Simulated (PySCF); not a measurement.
**Calculated properties of methyl(difluoro)silyl chloride, `C[Si](F)(F)Cl`**

Methyl(difluoro)silyl chloride, CH₃ClF₂Si.
Bonds: C1–Si2, Si2–F3, Si2–F4, Si2–Cl5. Hydrogens: H6, H7, H8 on C1.

GFN2-xTB geometry:

| Quantity | Value |
| --- | --- |
| Point group of the GFN2-xTB geometry | Cs |
| Rotational constants A, B, C of the GFN2-xTB geometry | 3.746, 2.423, 2.242 GHz |

**PBE0/pcSseg-1 ground state and GIAO shieldings, non-relativistic (PySCF)**

| Property | Result |
| --- | --- |
| Dipole moment | 2.60 D |
| HOMO energy | -9.95 eV |
| LUMO energy | 0.85 eV |
| HOMO–LUMO gap | 10.80 eV |
| Lowest Hirshfeld atomic charge | -0.20 e on C1/F3/F4 |
| Highest Hirshfeld atomic charge | +0.52 e on Si2 |
| 13C chemical shifts (computed TMS as zero) by class | 0.5 (C1) ppm |
| 1H chemical shifts (computed TMS as zero) by class | 0.58 (H6/H7/H8) ppm |
| Isotropic shieldings of nuclei other than C and H, by class | 297 (F3/F4), 363 (Si2), 887 (Cl5) ppm |
| Mayer bond orders between heavy atoms | C1–Si2 0.97, Si2–F3 0.97, Si2–F4 0.97, Si2–Cl5 1.04 |

Monoisotopic mass from the formula: 115.9661 u.

With B = h/(8π²I), that is 505.379 GHz u Å² over I, the principal moments of inertia are 134.9, 208.6 and 225.4 u Å² (most abundant isotopes); the inertial defect Ic − Ia − Ib is -118.1 u Å² (zero for a rigid planar frame, negative otherwise). The dipole equals about 8.7 × 10⁻³⁰ C·m (1 D = 3.33564 × 10⁻³⁰ C·m). The rotational constants make it an asymmetric top with κ = (2B − A − C)/(A − C) = -0.76, nearer the prolate limit (−1). A dipole of 2.60 D is allowed in Cs, and pure rotational transitions are dipole-allowed.

Isolated species at its GFN2-xTB geometry, gas phase. NMR classes are plain means over equivalent atoms (diastereotopic ones count apart unless rotation or inversion swaps them), as if these changed places fast; in this geometry the members of some classes differ.
